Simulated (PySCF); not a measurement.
# Basis-set dependence of population analyses: `[SiH3]O[C@H]1CS1`

Species: C2H6OSSi.
Geometry (PBE0-D3(BJ)/def2-SVP, Å), atoms numbered from 1 in this order:
```
atom  x, y, z in Å
Si1    1.840    0.075   -0.467
O2     0.250   -0.084    0.056
C3    -0.640   -0.961   -0.499
C4    -2.033   -0.514   -0.650
S5    -1.173   -0.726   -2.236
H6     1.882    0.525   -1.887
H7     2.450    1.085    0.436
H8     2.549   -1.236   -0.343
H9    -0.457   -2.014   -0.243
H10   -2.844   -1.222   -0.447
H11   -2.233    0.522   -0.359
```

PBE0 throughout (PySCF), one geometry, spherical d and f functions. Isolated species at its PBE0-D3(BJ)/def2-SVP geometry (one conformer only). Atoms taken as equivalent share a column and are averaged. The first 7 of 9 kinds of atom are listed.

Mulliken charges (e):

```csv
basis,functions,Si1,O2,C3,C4,S5,H6/H7/H8,H9
STO-3G,39,+0.657,-0.348,-0.046,-0.237,+0.055,-0.115,+0.078
6-31G,65,+0.796,-0.690,-0.124,-0.508,+0.166,-0.108,+0.223
pcSseg-0,65,+0.767,-0.794,-0.195,-0.642,+0.196,-0.076,+0.293
6-31G*,90,+0.577,-0.558,+0.003,-0.465,-0.008,-0.073,+0.214
cc-pVDZ,108,+0.431,-0.392,+0.057,-0.065,-0.118,-0.053,+0.073
def2-SVP,108,+0.551,-0.449,+0.065,-0.077,-0.144,-0.080,+0.091
aug-cc-pVDZ,177,-0.197,-0.940,+0.988,+0.527,+0.003,+0.244,-0.418
"6-311+G(2d,p)",187,+0.612,-0.550,+0.110,-0.328,-0.117,-0.057,+0.147
def2-TZVP,203,+0.292,-0.334,+0.043,-0.190,-0.156,-0.021,+0.128
cc-pVTZ,242,+0.276,-0.308,+0.088,-0.164,-0.171,-0.028,+0.115
IGLO-III,253,+0.912,-0.490,-0.021,-0.409,+0.079,-0.167,+0.125
```

IAO charges (e):

```tsv
basis	functions	Si1	O2	C3	C4	S5	H6/H7/H8	H9
STO-3G	39	+0.768	-0.431	-0.091	-0.350	+0.095	-0.126	+0.113
6-31G	65	+0.679	-0.552	+0.004	-0.333	-0.059	-0.085	+0.160
pcSseg-0	65	+0.677	-0.547	-0.001	-0.343	-0.047	-0.084	+0.158
6-31G*	90	+0.821	-0.593	+0.040	-0.325	-0.049	-0.125	+0.148
cc-pVDZ	108	+0.809	-0.590	+0.042	-0.324	-0.048	-0.123	+0.147
def2-SVP	108	+0.828	-0.590	+0.040	-0.318	-0.038	-0.129	+0.142
aug-cc-pVDZ	177	+0.813	-0.601	+0.044	-0.327	-0.058	-0.121	+0.152
6-311+G(2d,p)	187	+0.847	-0.610	+0.039	-0.332	-0.048	-0.130	+0.153
def2-TZVP	203	+0.859	-0.612	+0.040	-0.335	-0.042	-0.134	+0.151
cc-pVTZ	242	+0.843	-0.607	+0.042	-0.333	-0.048	-0.130	+0.152
IGLO-III	253	+0.856	-0.613	+0.037	-0.336	-0.037	-0.133	+0.152
```

Hirshfeld charges (e):

| basis | functions | Si1 | O2 | C3 | C4 | S5 | H6/H7/H8 | H9 |
| --- | --- | --- | --- | --- | --- | --- | --- | --- |
| STO-3G | 39 | +0.443 | -0.218 | +0.059 | -0.042 | -0.065 | -0.079 | +0.011 |
| 6-31G | 65 | +0.380 | -0.247 | +0.053 | -0.061 | -0.108 | -0.063 | +0.053 |
| pcSseg-0 | 65 | +0.398 | -0.230 | +0.048 | -0.069 | -0.079 | -0.071 | +0.042 |
| 6-31G* | 90 | +0.364 | -0.216 | +0.058 | -0.059 | -0.114 | -0.069 | +0.056 |
| cc-pVDZ | 108 | +0.372 | -0.197 | +0.043 | -0.074 | -0.081 | -0.074 | +0.048 |
| def2-SVP | 108 | +0.378 | -0.203 | +0.045 | -0.077 | -0.071 | -0.076 | +0.047 |
| aug-cc-pVDZ | 177 | +0.383 | -0.222 | +0.029 | -0.090 | -0.057 | -0.072 | +0.053 |
| 6-311+G(2d,p) | 187 | +0.387 | -0.224 | +0.028 | -0.085 | -0.059 | -0.073 | +0.053 |
| def2-TZVP | 203 | +0.379 | -0.215 | +0.033 | -0.085 | -0.064 | -0.073 | +0.053 |
| cc-pVTZ | 242 | +0.376 | -0.209 | +0.035 | -0.084 | -0.069 | -0.073 | +0.052 |
| IGLO-III | 253 | +0.374 | -0.217 | +0.029 | -0.091 | -0.048 | -0.071 | +0.051 |

Some averages cover members that differ in this geometry, most widely: H6/H7/H8, Mulliken in aug-cc-pVDZ +0.213 to +0.282; H6/H7/H8, IAO in 6-31G -0.101 to -0.071; H6/H7/H8, IAO in pcSseg-0 -0.099 to -0.070; H6/H7/H8, IAO in 6-31G* -0.139 to -0.113 e.

Q: Which scheme is steadiest as the basis changes?

A: Largest range over the bases for any column: Hirshfeld 0.08 e, IAO 0.18 e, Mulliken 1.18 e. Hirshfeld charges move least and Mulliken charges most, counted in e. Without the minimal STO-3G basis the ranges are Hirshfeld 0.07, IAO 0.18, Mulliken 1.18 e.

Q: How much do the charges still move between the two largest bases, cc-pVTZ and IGLO-III?

A: At most, over all atoms: Mulliken 0.636 e, IAO 0.013 e, Hirshfeld 0.021 e.

Q: What do the same runs give for the total energy, the frontier levels and the dipole moment?

A: 
```csv
basis,energy (Eh),HOMO (eV),LUMO (eV),μ (D)
STO-3G,-832.5528,-3.15,4.81,0.97
6-31G,-842.1216,-6.69,0.35,1.45
pcSseg-0,-841.0877,-6.94,0.26,1.37
6-31G*,-842.2457,-6.61,0.33,1.42
cc-pVDZ,-842.2918,-6.62,0.36,1.29
def2-SVP,-841.9561,-6.64,0.39,1.22
aug-cc-pVDZ,-842.3080,-6.77,-0.18,1.31
"6-311+G(2d,p)",-842.3562,-6.78,-0.19,1.24
def2-TZVP,-842.3757,-6.75,-0.01,1.28
cc-pVTZ,-842.3757,-6.75,0.08,1.32
IGLO-III,-842.3751,-6.70,0.06,1.13
```

The dipole is fixed by the density alone, so its range of 0.48 D shows that the density itself changes with the basis, not only its division among atoms.
